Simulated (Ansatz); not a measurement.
Level of theory: frozen-core CCSD(T)/cc-pVTZ // B3LYP-D3(BJ)/def2-TZVP in Ansatz (a first-principles code).

Ansatz 0.2 input:
```yaml
crystal:
  periodic: [false, false, false]
  atoms:
    - { symbol: Cl, position_ang: [-1.454117, -1.283254, -0.174205] }
    - { symbol: Si, position_ang: [0.00079, -0.001647, 0.516879] }
    - { symbol: Cl, position_ang: [-0.385156, 1.90153, -0.165625] }
    - { symbol: Cl, position_ang: [1.838481, -0.616628, -0.17705] }
basis:
  gaussian: { orbitals: cc-pVTZ }
correlation:
  method: ccsd_t
magnetization:
  spin_polarized: true
  initial_magnetization: 1
```

Output:

```
Functional definition: HF
819 factors; integrals over basis functions are off by at most 5.7e-4 eV
mean field evaluation 1: about -45376.3902 eV, gradient 1.4e1 eV
mean field evaluation 2: about -45376.6651 eV, gradient 1.5e1 eV
mean field evaluation 4: about -45378.3783 eV, gradient 2.1e0 eV
mean field evaluation 8: about -45378.4911 eV, gradient 2.6e-1 eV
mean field evaluation 16: about -45378.4929 eV, gradient 2.7e-6 eV
mean field -45378.49288751 eV, -1667.6288549687 hartree, gradient 2.7e-6 eV, S^2 0.755673; 0 other end points of the search recorded, 0 dependent functions left out
20 core orbitals not correlated
reference -45378.49288751 eV, -1667.6288549687 hartree; 13, 12 occupied and 103, 104 virtual orbitals, 819 factors
second order -17.72438531 eV of doubles, -0.00000000 eV of singles
cycle   1  -18.58213830 eV  change   -8.6e-1 eV  update   8.4e-2
cycle   2  -18.95632814 eV  change   -3.7e-1 eV  update   2.5e-2
cycle   3  -19.03526651 eV  change   -7.9e-2 eV  update   1.4e-2
cycle   4  -19.02687013 eV  change    8.4e-3 eV  update   4.7e-3
cycle   5  -19.02580448 eV  change    1.1e-3 eV  update   2.0e-3
cycle   6  -19.02626194 eV  change   -4.6e-4 eV  update   7.3e-4
cycle   7  -19.02647973 eV  change   -2.2e-4 eV  update   2.7e-4
cycle   8  -19.02656718 eV  change   -8.7e-5 eV  update   8.8e-5
cycle   9  -19.02654844 eV  change    1.9e-5 eV  update   2.8e-5
perturbative correction -0.84541541 eV, -0.0310684431 hartree
Total energy: -45398.36485135 eV, -1668.3591361701 hartree
```

Cost: around 50 core-seconds (rough).
